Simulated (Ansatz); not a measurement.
Steps of a relaxation of C2H8B2O (`BCCBO`) with RKS PBE-D4/def2-SVP.

```sh
$ ansatz run in.yaml --threads 4 --pin off --events-out ev --progress --plain --max-ram 10444MiB
```

```yaml
crystal:
  periodic: [false, false, false]
  atoms:
    - {symbol: B, position_ang: [-1.354600, 1.141000, 1.284000]}
    - {symbol: C, position_ang: [-0.857500, 0.369600, 0.015100]}
    - {symbol: C, position_ang: [0.414200, -0.360800, 0.339100]}
    - {symbol: B, position_ang: [1.059500, -1.170100, -0.908400]}
    - {symbol: O, position_ang: [1.355000, -0.490600, -2.152300]}
    - {symbol: H, position_ang: [-0.824300, 1.192400, 2.301500]}
    - {symbol: H, position_ang: [-2.375500, 1.810500, 1.178900]}
    - {symbol: H, position_ang: [-0.644200, 1.108800, -0.820500]}
    - {symbol: H, position_ang: [-1.630100, -0.339000, -0.251900]}
    - {symbol: H, position_ang: [1.232500, 0.366100, 0.681700]}
    - {symbol: H, position_ang: [0.265000, -1.076100, 1.208600]}
    - {symbol: H, position_ang: [1.116500, -2.347300, -0.823500]}
    - {symbol: H, position_ang: [2.263700, -0.239400, -2.037500]}
basis:
  gaussian: {orbitals: def2-SVP}
hamiltonian: {xc: pbe, dispersion: d4}
relax: {f_tol: 0.03, max_steps: 200}
```

Positions (Å) and forces (eV/Å) along the path, 12 of 23 steps:

```xyz
13
step=1 energy=-5591.6588 eV
B    -1.355    1.141    1.284   -1.614    0.753   -1.970
C    -0.858    0.370    0.015    0.891    1.469    0.812
C     0.414   -0.361    0.339    2.443   -1.349   -0.038
B     1.060   -1.170   -0.908   -1.136    1.979   -0.591
O     1.355   -0.491   -2.152   -1.282   -1.352    1.852
H    -0.824    1.192    2.301    1.005   -0.161    1.567
H    -2.376    1.810    1.179   -0.055   -0.069    0.066
H    -0.644    1.109   -0.821   -0.659   -0.470    0.287
H    -1.630   -0.339   -0.252   -0.920   -0.410   -0.716
H     1.232    0.366    0.682   -0.672   -0.406   -0.146
H     0.265   -1.076    1.209    0.137    0.474   -0.528
H     1.117   -2.347   -0.824    0.405   -1.108   -0.242
H     2.264   -0.239   -2.038    1.457    0.650   -0.352
13
step=3 energy=-5592.1452 eV
B    -1.401    1.218    1.256    0.058    0.004   -0.024
C    -0.796    0.386    0.081   -0.075   -0.128    0.007
C     0.480   -0.455    0.355    0.156    0.324   -0.087
B     1.039   -1.206   -0.914   -0.657   -0.993    0.930
O     1.291   -0.550   -2.073    0.784    0.424   -0.752
H    -0.851    1.275    2.345   -0.031    0.015   -0.005
H    -2.451    1.820    1.104    0.018    0.011   -0.030
H    -0.627    1.074   -0.786   -0.031    0.047    0.065
H    -1.651   -0.228   -0.314    0.165   -0.054    0.058
H     1.279    0.273    0.644    0.018   -0.015    0.121
H     0.358   -1.123    1.229   -0.099   -0.041    0.024
H     1.204   -2.431   -0.913   -0.082    0.043   -0.003
H     2.146   -0.086   -1.999   -0.224    0.365   -0.304
13
step=4 energy=-5592.3033 eV
B    -1.393    1.213    1.240    0.164    0.136    0.088
C    -0.770    0.378    0.082   -0.115   -0.268   -0.093
C     0.503   -0.463    0.364    0.207    0.316    0.012
B     1.033   -1.237   -0.903   -0.439   -0.540    0.225
O     1.309   -0.588   -2.079    1.502    0.335   -0.120
H    -0.850    1.297    2.337   -0.101   -0.030   -0.089
H    -2.434    1.822    1.058   -0.015   -0.013   -0.010
H    -0.601    1.061   -0.787   -0.045    0.080    0.022
H    -1.612   -0.254   -0.318    0.158    0.025    0.063
H     1.309    0.251    0.658    0.020    0.032    0.169
H     0.345   -1.123    1.239    0.018   -0.067    0.028
H     1.144   -2.469   -0.912   -0.213    0.157   -0.114
H     2.038    0.079   -1.965   -1.141   -0.163   -0.180
13
step=5 energy=-5592.4447 eV
B    -1.380    1.205    1.230    0.147    0.239    0.096
C    -0.755    0.374    0.073   -0.087   -0.350   -0.115
C     0.517   -0.467    0.365    0.238    0.407   -0.030
B     1.038   -1.258   -0.895   -0.418   -0.618    0.073
O     1.368   -0.659   -2.080    2.105    1.827    0.393
H    -0.838    1.304    2.327   -0.111   -0.064   -0.108
H    -2.418    1.815    1.038   -0.042   -0.009    0.011
H    -0.584    1.059   -0.793   -0.039    0.110    0.035
H    -1.596   -0.252   -0.337    0.185    0.008    0.092
H     1.320    0.246    0.668    0.015    0.032    0.160
H     0.348   -1.123    1.241    0.023   -0.075    0.011
H     1.093   -2.492   -0.906   -0.224    0.163   -0.139
H     1.906    0.214   -1.916   -1.792   -1.669   -0.478
13
step=10 energy=-5592.8119 eV
B    -1.398    1.200    1.249   -0.030   -0.033   -0.028
C    -0.802    0.329    0.099    0.012    0.039   -0.010
C     0.571   -0.363    0.308    0.012   -0.054   -0.138
B     0.988   -1.237   -0.948    0.375    0.146   -0.336
O     1.818   -0.772   -1.947   -0.296    0.021    0.406
H    -0.872    1.277    2.347    0.003    0.003    0.010
H    -2.435    1.811    1.052    0.004    0.006    0.014
H    -0.815    0.957   -0.828    0.014   -0.044    0.033
H    -1.611   -0.413   -0.136    0.044   -0.018    0.017
H     1.337    0.417    0.523   -0.005    0.015    0.005
H     0.525   -1.003    1.216   -0.029    0.024   -0.014
H     0.580   -2.383   -1.134    0.019    0.206    0.008
H     2.135    0.145   -1.787   -0.124   -0.312    0.031
13
step=12 energy=-5592.8357 eV
B    -1.416    1.175    1.264   -0.017   -0.006    0.001
C    -0.814    0.324    0.104   -0.127    0.151   -0.002
C     0.587   -0.300    0.268    0.129   -0.091   -0.060
B     0.963   -1.198   -0.980   -0.003   -0.065    0.028
O     1.894   -0.846   -1.910    0.020    0.086    0.045
H    -0.885    1.247    2.360    0.000   -0.008    0.005
H    -2.465    1.773    1.086    0.002   -0.006    0.002
H    -0.900    0.918   -0.839    0.012   -0.008    0.002
H    -1.591   -0.465   -0.072   -0.024   -0.054    0.012
H     1.334    0.507    0.442    0.019    0.038   -0.026
H     0.602   -0.917    1.192   -0.020   -0.039    0.009
H     0.397   -2.260   -1.212    0.003    0.075    0.026
H     2.315    0.008   -1.687    0.006   -0.073   -0.042
13
step=13 energy=-5592.8381 eV
B    -1.431    1.164    1.279   -0.037   -0.085    0.036
C    -0.831    0.325    0.109   -0.126    0.173   -0.064
C     0.594   -0.252    0.234    0.091   -0.053   -0.017
B     0.949   -1.174   -1.000    0.275    0.090   -0.287
O     1.970   -0.908   -1.883   -0.292   -0.027    0.349
H    -0.899    1.214    2.377    0.008    0.016   -0.005
H    -2.492    1.746    1.119    0.013    0.017   -0.005
H    -0.972    0.893   -0.844    0.025   -0.046    0.044
H    -1.587   -0.497   -0.017    0.014   -0.005    0.024
H     1.327    0.577    0.369   -0.012   -0.008   -0.019
H     0.655   -0.855    1.169   -0.003   -0.017   -0.020
H     0.269   -2.166   -1.264    0.169    0.134   -0.003
H     2.467   -0.100   -1.632   -0.125   -0.188   -0.031
13
step=16 energy=-5592.8494 eV
B    -1.443    1.156    1.295   -0.017   -0.028    0.065
C    -0.842    0.357    0.103   -0.030   -0.010   -0.001
C     0.591   -0.215    0.196   -0.020    0.048    0.039
B     0.950   -1.158   -1.016    0.120   -0.015    0.002
O     2.010   -0.970   -1.851   -0.028    0.012    0.013
H    -0.923    1.153    2.400   -0.004    0.000   -0.022
H    -2.502    1.745    1.154    0.010    0.022   -0.007
H    -1.021    0.896   -0.856    0.003    0.000   -0.011
H    -1.590   -0.483    0.028    0.022    0.017   -0.009
H     1.324    0.616    0.319   -0.011    0.005   -0.013
H     0.669   -0.819    1.130    0.011    0.015   -0.015
H     0.271   -2.137   -1.275   -0.062   -0.056   -0.039
H     2.525   -0.176   -1.611    0.007   -0.009   -0.002
13
step=17 energy=-5592.8515 eV
B    -1.453    1.142    1.306    0.022    0.056    0.028
C    -0.849    0.369    0.100   -0.038   -0.065    0.002
C     0.591   -0.187    0.174    0.003    0.028    0.074
B     0.953   -1.155   -1.017    0.067    0.050   -0.193
O     2.037   -1.005   -1.833   -0.085   -0.048    0.103
H    -0.938    1.113    2.414   -0.013   -0.028   -0.021
H    -2.505    1.746    1.172    0.001   -0.006    0.000
H    -1.054    0.892   -0.862    0.013    0.001    0.015
H    -1.585   -0.485    0.054    0.014    0.010   -0.021
H     1.317    0.651    0.278    0.003    0.003   -0.018
H     0.692   -0.780    1.113    0.003    0.022    0.020
H     0.237   -2.105   -1.297    0.008   -0.033    0.009
H     2.576   -0.230   -1.586    0.002    0.007    0.002
13
step=20 energy=-5592.8560 eV
B    -1.468    1.118    1.331    0.006   -0.003   -0.003
C    -0.868    0.389    0.094    0.048   -0.014    0.028
C     0.586   -0.133    0.130   -0.036    0.009   -0.014
B     0.945   -1.146   -1.030    0.119   -0.015   -0.057
O     2.084   -1.089   -1.781   -0.111    0.015    0.075
H    -0.963    1.008    2.439   -0.009   -0.003   -0.020
H    -2.508    1.747    1.225    0.008   -0.006    0.006
H    -1.098    0.922   -0.855   -0.004    0.005   -0.008
H    -1.582   -0.484    0.049    0.002    0.003   -0.004
H     1.297    0.725    0.172   -0.011   -0.015   -0.001
H     0.742   -0.685    1.089    0.003    0.015   -0.017
H     0.205   -2.079   -1.311   -0.004    0.018    0.008
H     2.648   -0.330   -1.537   -0.010   -0.010    0.006
13
step=21 energy=-5592.8564 eV
B    -1.470    1.109    1.336   -0.024   -0.049   -0.003
C    -0.870    0.395    0.090    0.051    0.035    0.012
C     0.587   -0.119    0.119   -0.009   -0.017   -0.002
B     0.944   -1.149   -1.026    0.069    0.029   -0.045
O     2.088   -1.106   -1.768   -0.061    0.002    0.059
H    -0.969    0.973    2.442    0.003    0.015   -0.007
H    -2.508    1.743    1.240    0.014    0.005    0.001
H    -1.102    0.936   -0.854   -0.002   -0.003   -0.008
H    -1.579   -0.481    0.037   -0.011   -0.006    0.008
H     1.293    0.744    0.141   -0.014   -0.019    0.001
H     0.757   -0.653    1.086   -0.004    0.012   -0.022
H     0.193   -2.074   -1.307    0.007    0.010    0.011
H     2.659   -0.353   -1.521   -0.019   -0.014   -0.004
13
step=23 energy=-5592.8567 eV
B    -1.471    1.104    1.336   -0.001   -0.006   -0.009
C    -0.869    0.397    0.088    0.013    0.023    0.006
C     0.587   -0.117    0.118   -0.004    0.001   -0.006
B     0.943   -1.148   -1.026    0.028   -0.003    0.007
O     2.088   -1.110   -1.764   -0.018    0.010    0.006
H    -0.969    0.969    2.441   -0.001    0.000    0.002
H    -2.508    1.739    1.243    0.002   -0.004    0.000
H    -1.101    0.942   -0.854    0.000   -0.004    0.002
H    -1.577   -0.478    0.032   -0.010   -0.006    0.005
H     1.293    0.745    0.139   -0.004   -0.004    0.001
H     0.756   -0.650    1.084   -0.001    0.000   -0.011
H     0.193   -2.075   -1.300    0.001    0.003   -0.001
H     2.655   -0.353   -1.523   -0.004   -0.012    0.000
```

It took 24 s on 4 threads of an Arm Neoverse V2 on a shared host, with 0.14 GiB of host memory at the peak.
